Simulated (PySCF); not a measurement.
# RhF₄, doublet: structure and spectrum

Method: UPBE0/[Rh def2-SVP with ECP28, F def2-SVP], scalar-relativistic core potentials, density fitting, no spin–orbit coupling, PySCF.

The structure is a saddle point with 1 imaginary mode.

Coordinates in bohr (charge 0 multiplicity 2):
```
Rh    0.0000   -0.2268    0.0083
F     2.4475    0.5893    2.3109
F    -2.4478    0.5889    2.3106
F    -0.0001    2.5552   -2.0515
F     0.0003   -2.4950   -2.6363
```

| Quantity | Value |
| --- | --- |
| Point group | Cs |
| Bond lengths | Rh–F 1.831 Å (×3), Rh–F 1.844 Å |
| Bond angles | F–Rh–F 90.1°, F–Rh–F 94.1°, F–Rh–F 101.9° (×2), F–Rh–F 131.2° (×2) |
| Spin squared ⟨S²⟩ | 0.766 |
| Principal quadrupole moments (Buckingham, traceless) about the centre of mass | -4.77, 2.03, 2.75 D Å |
| Principal polarisabilities | 29.1, 29.2, 40.0 bohr³ |
| Highest occupied level (β) | -9.74 eV |
| Dipole moment | 1.67 D |
| Atomisation energy without zero-point energy | 1238 kJ/mol |
| Lowest empty level (β) | -5.97 eV |
| Rotational constants | 0.1318, 0.08927, 0.0891 cm⁻¹ |
| Zero-point energy (real modes) | 19.8 kJ/mol |

Harmonic modes (masses in u: Rh 102.906, F 18.998):
```json
{"symmetry": "a''", "ω (cm⁻¹)": "89i", "IR (km/mol)": "–", "μ (u)": "22.04"}
{"symmetry": "a''", "ω (cm⁻¹)": "105", "IR (km/mol)": "7.7", "μ (u)": "20.21"}
{"symmetry": "a'", "ω (cm⁻¹)": "133", "IR (km/mol)": "11.2", "μ (u)": "21.65"}
{"symmetry": "a'", "ω (cm⁻¹)": "178", "IR (km/mol)": "18.8", "μ (u)": "22.71"}
{"symmetry": "a'", "ω (cm⁻¹)": "225", "IR (km/mol)": "4.2", "μ (u)": "20.15"}
{"symmetry": "a'", "ω (cm⁻¹)": "628", "IR (km/mol)": "51.7", "μ (u)": "20.47"}
{"symmetry": "a''", "ω (cm⁻¹)": "656", "IR (km/mol)": "64.3", "μ (u)": "22.08"}
{"symmetry": "a'", "ω (cm⁻¹)": "675", "IR (km/mol)": "17.9", "μ (u)": "20.43"}
{"symmetry": "a'", "ω (cm⁻¹)": "705", "IR (km/mol)": "106", "μ (u)": "23.79"}
```

Charges (e):
```csv
atom,Mulliken,Löwdin,polar tensor,spin (Mulliken),Mayer order to Rh1
Rh1,1.16,0.38,1.92,0.73,–
"F2,3",-0.28,-0.09,-0.47,0.07,1.01
F4,-0.28,-0.09,-0.43,0.02,1.02
F5,-0.31,-0.12,-0.55,0.10,0.99
```

Mulliken populations on Rh1 (electrons outside its core potential): s 2.27, p 6.45, d 7.10, f 0.02.

Only a few start shapes were tried, so a lower isomer may exist. Other spin states or occupations of the open shell can lie lower. At this level a quartet minimum of D4h symmetry lies 72 kJ/mol below this structure.

The final relaxation and frequency run took about 11 core-minutes on a shared host.
